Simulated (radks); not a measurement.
Results of a calculation; reference values are marked as such.
Valence configurations of Cl2+ (all share [Ne]). Level of theory: Dirac Kohn-Sham, PBE, spin-unpolarised, spherical densities, finite nucleus; open shells are shared between the two j in proportion to 2j + 1; Fermi nuclear charge, rms radius 3.3654 fm (a radial shooting solver on a logarithmic mesh with Libxc functionals). Energies are relative to 3s2 3p3; eigenvalues in eV.

| valence | E (eV) | e(3p1/2) | e(3p3/2) | e(3s1/2) |
|---|---|---|---|---|
| 3s2 3p3 | 0.000 | -31.791 | -31.629 | -44.914 |
| 3s1 3p4 | 13.260 | -32.332 | -32.167 | -45.510 |
| 3s1.5 3p3.5 | 6.623 | -32.065 | -31.901 | -45.215 |
| 3p5 | 26.574 | -32.852 | -32.685 | - |
| 3s0.5 3p4.5 | 19.910 | -32.595 | -32.428 | -45.798 |

NIST lists [Ne] 3s2 3p3 as the ground configuration; this level of theory agrees among the configurations tried. The energies are those of spherical spin-averaged densities, not of single terms.
